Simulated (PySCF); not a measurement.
# MGa for M along the chalcogens

PBE with triple-zeta basis sets in PySCF, for the lowest determinant that a PBE0 search found; no spin–orbit coupling. De refers to high-spin ground-configuration atoms. A positive dipole means M(−)Ga(+).

```csv
M,basis,state (unpaired electrons),Re (Å),ωe (cm⁻¹),De (eV),μ (D)
O,def2-TZVPP,doublet (σ ↑),1.711,757,4.80,3.55
S,def2-TZVPP,doublet (σ ↑),2.087,456,3.96,3.06
Se,x2c-TZVPPall,doublet (σ ↑),2.210,316,3.53,2.70
```

The shortest bond is that of GaO (1.711 Å), the longest that of GaSe (2.210 Å). GaO is bound most strongly (4.80 eV) and GaSe least (3.53 eV).

The rows differ in basis set, which adds steps of its own.

Relativity is treated differently too: O no relativity; S no relativity; Se spin-free X2C.

Down a group bonds as a rule get longer and wavenumbers fall, partly through the reduced mass; this series shows no clear exception.

Spin–orbit coupling is left out. States were picked by a PBE0 search and need not be the measured ground states.
